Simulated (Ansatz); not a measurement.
Si(CN)2H2 (C2H2N2Si). Total charge 0; singlet. Geometry r2SCAN-D4/def2-SVP, basis def2-TZVP, Ansatz.

Cartesian coordinates in Å:
```
Si 0.442 0.043 -0.383
C -1.317 0.534 -0.678
N -2.420 0.849 -0.880
C 0.547 -0.610 1.345
N 0.630 -1.021 2.431
H 1.307 1.239 -0.504
H 0.812 -1.033 -1.332
```

```json
{"run": "A", "HOMO (eV)": "-12.52", "LUMO (eV)": "0.40"}
{"run": "B", "HOMO (eV)": "-10.26", "LUMO (eV)": "-1.73"}
{"run": "C", "HOMO (eV)": "-11.67", "LUMO (eV)": "-0.56"}
{"run": "D", "HOMO (eV)": "-9.24", "LUMO (eV)": "-2.54"}
{"run": "E", "HOMO (eV)": "-8.87", "LUMO (eV)": "-2.61"}
{"run": "F", "HOMO (eV)": "-10.47", "LUMO (eV)": "-1.64"}
```

Problem. The runs used CAM-B3LYP, PBE0, r2SCAN, r2SCAN0, revPBE, ωB97M-V. Estimate which is which.

Solution. A ωB97M-V (range-separated); B PBE0 (25 % exact exchange); C CAM-B3LYP (range-separated); D r2SCAN (0 % exact exchange); E revPBE (0 % exact exchange); F r2SCAN0 (25 % exact exchange). Exact exchange lowers occupied and raises empty levels; among semilocal functionals meta-GGAs tend to open the gap a little, and such runs are hard to tell apart. The gap grows from 6.26 eV (revPBE) to 12.92 eV (ωB97M-V).
